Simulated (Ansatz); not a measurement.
`C=C([SiH3])C(=O)S`, relaxed with RKS PBE0-D4/def2-TZVP in the Gaussian-basis code of Ansatz from a PBE-D4/def2-SVP geometry. The force threshold is 0.005 eV/Å; the program also tests the step.

Total charge 0; spin multiplicity 1.

Start:

```xyz
12

C    -0.292    1.183   -0.871
C    -0.060    0.110   -0.082
Si    0.315    0.262    1.779
C    -0.229   -1.312   -0.517
O    -0.452   -2.190    0.301
S    -0.098   -1.764   -2.268
H    -0.205    2.211   -0.482
H    -0.610    1.081   -1.924
H     1.483   -0.605    2.149
H    -0.883   -0.112    2.602
H     0.655    1.706    2.036
H     0.377   -0.571   -2.723
```

Task: How much energy does the relaxation release, and in how many steps? (An estimate is asked.)

Result: Computed: 6.81 kJ/mol, in 12 steps.

Task: Which bonds change most? (Best estimate.)

Result: Computed: C4–S6 from 1.813 to 1.782 Å; C2–Si3 from 1.905 to 1.883 Å; S6–H12 from 1.362 to 1.341 Å; C1–C2 from 1.352 to 1.332 Å.

Task: Give the relaxed structure. (Best estimate.)

Result: Computed: 
```xyz
12

C    -0.309    1.165   -0.851
C    -0.077    0.107   -0.076
Si    0.326    0.265    1.757
C    -0.263   -1.296   -0.525
O    -0.552   -2.160    0.264
S    -0.047   -1.748   -2.235
H    -0.217    2.175   -0.464
H    -0.629    1.075   -1.885
H     1.499   -0.577    2.094
H    -0.835   -0.121    2.593
H     0.650    1.697    1.993
H     0.453   -0.581   -2.665
```
